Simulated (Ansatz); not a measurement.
The cluster HfSi₃⁻, relaxed as a doublet with UKS PBE-D4/def2-SVPD in Ansatz, starting from the GFN1-xTB geometry. Force threshold 0.02 eV/Å.

In the def2 sets Hf takes a core potential; there is no spin–orbit coupling. Another isomer (doublet) lies 0.22 eV lower at PBE0-D4/def2-TZVPD; other spin states weren't run for this one.

Start:

```csv
atom,x (Å),y (Å),z (Å)
Hf1,0.8425,0.8573,0.5233
Si2,0.7698,-0.0947,-1.1900
Si3,-0.8241,0.0394,1.1563
Si4,-0.7882,-0.8020,-0.4896
```

Estimate the energy that the relaxation releases and the steps that it takes.

231.5 kcal/mol, in 8 steps; 38 s on 4 threads of Arm Neoverse V1 on a shared host. No frequencies were taken in this run, so the end may be a saddle point.

Does the start keep its bonding and symmetry?

By distances, no bond broke or formed. The bond that changes most is Hf1–Si3, from 1.96 to 2.59 Å (atoms count from 1). Point group C2v at the start, C2v at the end, both within 0.05 Å.

Predict the relaxed structure.


```xyz
4

Hf    1.0255    1.0436    0.6370
Si    1.0054   -0.1715   -1.6451
Si   -1.1631    0.0110    1.5471
Si   -0.8679   -0.8831   -0.5391
```
Bond lengths: 3 × Hf–Si 2.59 to 2.95 Å; 2 × Si–Si 2.29 Å.
